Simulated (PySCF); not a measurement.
Species: C₄HClFN.
Atom-mapped SMILES: `[N:1]#[C:2][C:3]1=[C:4]([Cl:5])[C@@H:6]1[F:7]` (hydrogens: H8 on C6)

The calculation used EOM-IP-CCSD/aug-cc-pVDZ in PySCF, restricted Hartree–Fock reference, 11 core orbitals frozen, non-relativistic, gas phase, PBE0-D3(BJ)/def2-SVP geometry.

Hartree–Fock orbital energies give these Koopmans values (eV): HOMO 11.16, HOMO-1 12.72, HOMO-2 13.06, HOMO-3 14.36, HOMO-4 14.92, HOMO-5 15.48, HOMO-6 16.14, HOMO-7 16.41.

Problem. What vertical ionisation energies does EOM-IP-CCSD give?

Solution. 
```
leading hole (HF orbital)  Koopmans (eV)  EOM-IP-CCSD (eV)  change (eV)  one-hole share
                     HOMO          11.16             10.91        -0.25            0.96
                   HOMO-1          12.72             11.72        -1.00            0.95
                   HOMO-2          13.06             12.10        -0.96            0.95
                   HOMO-6          16.14             13.56        -2.58            0.92
                   HOMO-3          14.36             13.70        -0.66            0.94
                   HOMO-4          14.92             13.95        -0.97            0.94
                   HOMO-5          15.48             14.21        -1.27            0.94
                   HOMO-7          16.41             14.61        -1.80            0.93
```

Problem. Does the order of the lines follow the orbital energies?

Solution. No: the HOMO-6 hole (13.56 eV) falls below the HOMO-3 hole (13.70 eV); the HOMO-6 hole (13.56 eV) falls below the HOMO-4 hole (13.95 eV); the HOMO-6 hole (13.56 eV) falls below the HOMO-5 hole (14.21 eV). The corrections run from -2.58 to -0.25 eV, with a mean of -1.19 eV over the 8 lines; no line lies above its Koopmans value.

Problem. At what kinetic energies would He I light (21.22 eV) eject these electrons?

Solution. 10.31 eV (HOMO), 9.50 eV (HOMO-1), 9.12 eV (HOMO-2), 7.66 eV (HOMO-6), 7.52 eV (HOMO-3), 7.27 eV (HOMO-4), 7.01 eV (HOMO-5), 6.61 eV (HOMO-7).

Problem. What total energy has the lowest final state, and which wavelength reaches it?

Solution. E(CCSD) + ionisation energy = -766.41752 + 0.40077 = -766.01675 Eh, at the geometry of the initial state. The threshold wavelength is 1239.84 eV nm/10.91 eV = 113.6 nm.

Lines less than 0.15 eV apart could change places at a higher level. One root was sought for each valence orbital with −ε under 21 eV, eight at most, so deeper holes and satellites are missing; no vibrational structure.
